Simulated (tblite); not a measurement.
Species: C7H14P2.
Cartesian coordinates in Å at the GFN2-xTB level; atoms count from 1:
```
atom  x, y, z in Å
C1     3.5276   -1.2975   -0.4230
C2     2.2552   -0.6131   -0.4485
C3     1.1827   -0.0630   -0.4195
P4    -0.3356    0.8279   -0.5385
C5    -0.1507    1.7810    1.0610
P6     1.1012    3.1494    0.9347
C7    -1.4563   -0.5547    0.0775
C8    -2.8674   -0.0293    0.3168
C9    -1.4665   -1.6653   -0.9683
H10    3.9832   -1.2702   -1.4128
H11    4.1959   -0.8121    0.2883
H12    3.3892   -2.3369   -0.1250
H13   -1.1077    2.2492    1.3141
H14    0.1336    1.1185    1.8857
H15    2.0882    2.3828    0.3141
H16    0.6502    3.6339   -0.2936
H17   -1.0417   -0.9443    1.0163
H18   -2.8863    0.7101    1.1152
H19   -3.5302   -0.8469    0.5972
H20   -3.2585    0.4311   -0.5894
H21   -1.8684   -1.2939   -1.9099
H22   -0.4573   -2.0325   -1.1476
H23   -2.0853   -2.4974   -0.6349
```

Calculated harmonic vibrations of the isolated species, GFN2-xTB (tblite), most abundant isotopes, no scaling. The method is semi-empirical: single wavenumbers can be off by several per cent or more. Modes of hydrogen on phosphorus can be 10 to 20 % off. One conformer, not necessarily the lowest. The optimisation stopped once no atom felt more than 0.01 eV/Å.

Lowest wavenumbers of the output (negative numbers stand for imaginary wavenumbers):
```
mode    cm-1
  1     -25.2
  2      43.6
  3      50.2
  4      69.3
  5      92.5
  6     113.7
  7     171.2
  8     187.8
  9     200.9
 10     213.7
```

**Question.** Is this structure a minimum?

**Answer.** Not by this Hessian. 1 mode is imaginary beyond 20i (25i cm⁻¹), so at this level the point lies at or near a first-order saddle. The curvature is small, so loose convergence or finite differences may be the whole cause.

**Question.** Which atoms move in the imaginary mode?

**Answer.** 25i: H10 (methyl hydrogen) 34 %, H11 (methyl hydrogen) 33 %, H12 (methyl hydrogen) 32 %. These are shares of the mass-weighted motion.

**Question.** What is the remedy?

**Answer.** Step along that mode in both directions, optimise again with tighter thresholds and repeat the frequencies. The zero-point energy of this point (115.5 kcal/mol) counts the 62 real modes alone, and thermal corrections from it aren't those of a minimum.
